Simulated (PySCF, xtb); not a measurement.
B₂F₃, SMILES F[B]B(F)F (connectivity only; charge and spin as stated), charge +1, multiplicity 1.

GFN2-xTB (xtb) at its own geometry gives an orbital gap of 3.02 eV.

Coordinates come from a ωB97X-D3(BJ)/def2-SVP optimisation. The spin state was assumed, not searched. The isomer is the one that the SMILES or the coordinates give; other isomers of the formula were not compared. Other conformers were not sampled.

**Question.** What does r2SCAN/def2-TZVPD (PySCF) give? (Estimate from the structure and the level; the computed values follow.)

**Answer.** gap 6.08 eV (levels -16.68 and -10.60 eV).
